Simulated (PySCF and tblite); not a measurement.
Values are calculated unless marked as measured or tabulated.
5 regioisomers of C8H6F6Si:

| isomer | SMILES |
| --- | --- |
| A | [F:1][C:2]([F:3])([F:4])[c:5]1[cH:6][cH:7][c:8]([SiH3:9])[cH:10][c:11]1[C:12]([F:13])([F:14])[F:15] |
| B | [F:1][C:2]([F:3])([F:4])[c:5]1[cH:6][cH:7][cH:8][c:9]([C:10]([F:11])([F:12])[F:13])[c:14]1[SiH3:15] |
| C | [F:1][C:2]([F:3])([F:4])[c:5]1[cH:6][cH:7][c:8]([SiH3:9])[c:10]([C:11]([F:12])([F:13])[F:14])[cH:15]1 |
| D | [F:1][C:2]([F:3])([F:4])[c:5]1[cH:6][c:7]([SiH3:8])[cH:9][c:10]([C:11]([F:12])([F:13])[F:14])[cH:15]1 |
| E | [F:1][C:2]([F:3])([F:4])[c:5]1[cH:6][cH:7][c:8]([C:9]([F:10])([F:11])[F:12])[c:13]([SiH3:14])[cH:15]1 |

Each isomer is a Boltzmann average at 298.15 K over at most 2 conformers: GFN2-xTB geometries, energies PBE0/6-31G* (D3(BJ) added where defined), GIAO shieldings PBE0/6-31G*, GFN2-xTB thermal terms. Programs: PySCF with density fitting and tblite.

Task: What shifts does each isomer give (ppm)?

Result: 
A: ¹H (against TMS): 8.14 (H10, 1H), 7.99 (H7, 1H), 7.88 (H6, 1H). ¹³C (against TMS): 133.1 (C7), 130.4 (C10), 129.8 (C8), 127.1 (C5), 125.4 (C12), 125.3 (C2), 124.8 (C11), 122.2 (C6). ¹⁹F (against CFCl3): -75.9 (F13/F14/F15), -76.0 (F1/F3/F4). ²⁹Si (against TMS): -33.1 (Si9).

B: ¹H (against TMS): 8.00 (H6/H8, 2H), 7.70 (H7, 1H). ¹³C (against TMS): 133.8 (C5/C9), 127.6 (C14), 126.3 (C2/C10), 124.1 (C7), 123.9 (C6/C8). ¹⁹F (against CFCl3): -76.7 (F1/F3/F4/F11/…). ²⁹Si (against TMS): -40.3 (Si15).

C: ¹H (against TMS): 8.11 (H15, 1H), 7.98 (H7, 1H), 7.88 (H6, 1H). ¹³C (against TMS): 133.1 (C10), 132.5 (C7), 130.1 (C8), 129.6 (C5), 126.2 (C11), 125.9 (C2), 122.5 (C6), 119.9 (C15). ¹⁹F (against CFCl3): -79.4 (F1/F3/F4), -80.3 (F12/F13/F14). ²⁹Si (against TMS): -33.1 (Si9).

D: ¹H (against TMS): 8.16 (H6/H9, 2H), 8.01 (H15, 1H). ¹³C (against TMS): 131.6 (C6/C9), 127.5 (C5/C10), 127.4 (C7), 125.9 (C2/C11), 120.5 (C15). ¹⁹F (against CFCl3): -79.1 (F1/F3/F4/F12/…). ²⁹Si (against TMS): -33.0 (Si8).

E: ¹H (against TMS): 8.15 (H15, 1H), 7.92 (H7, 1H), 7.88 (H6, 1H). ¹³C (against TMS): 134.7 (C8), 130.8 (C15), 129.1 (C5), 127.5 (C13), 126.3 (C9), 126.0 (C2), 122.9 (C6), 121.5 (C7). ¹⁹F (against CFCl3): -79.1 (F1/F3/F4), -80.1 (F10/F11/F12). ²⁹Si (against TMS): -32.6 (Si14). H not on carbon is left out.

Unscaled ¹⁹F and ²⁹Si shifts at such levels can be off by tens of ppm; differences between conformers or isomers are more reliable. Shifts are unscaled: against experiment ¹³C can be off by 15 ppm or more and ¹H by 0.8 ppm. At least one structure keeps an imaginary mode at the tight-binding level.
